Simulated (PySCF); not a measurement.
# Niobium: a sound run and one with changed settings

Sound run: Nb [Kr] 4d4 5s1, Nb⁺ [Kr] 4d4. All numbers are calculated (PySCF 2.14, the spin-free X2C one-electron Hamiltonian (Gaussian nucleus), in x2c-TZVPall (8s6p6d1f, 63 functions)). In the sound run the correlated levels freeze [Kr]. The sound run starts from symmetry-adapted Hartree-Fock orbitals and uses a fine grid where one is needed.

Changed run: initial guess 1e, at most 50 SCF cycles.

```csv
species,method,sound run (hartree),changed run (hartree),converged
Nb,UHF,-3817.23462,-3817.23462,yes
Nb,r2SCAN,-3819.34578,-3819.34578,yes
Nb,M06-L,n/a,-3819.19000,no
Nb,MP2,-3817.27521,-3817.27521,yes
Nb⁺,UHF,-3817.01435,-3817.01427,yes
Nb⁺,r2SCAN,-3819.08611,-3819.08321,yes
Nb⁺,M06-L,-3818.95459,-3818.95190,yes
Nb⁺,MP2,-3817.04209,-3817.04202,yes
```

Ionisation energy of Nb:

| method | sound run (eV) | changed run (eV) |
| --- | --- | --- |
| UHF | 5.994 | 5.996 |
| r2SCAN | n/a | 7.145 |
| MP2 | 6.343 | 6.345 |
| SCS-MP2 | 6.110 | 6.113 |

The plain start fixes occupations by D2h representation alone, and Nb⁺ at r2SCAN, Nb⁺ at M06-L landed in another state (other ⟨L²⟩ or ⟨S²⟩). 

For comparison, NIST gives 6.759 eV between the lowest levels.
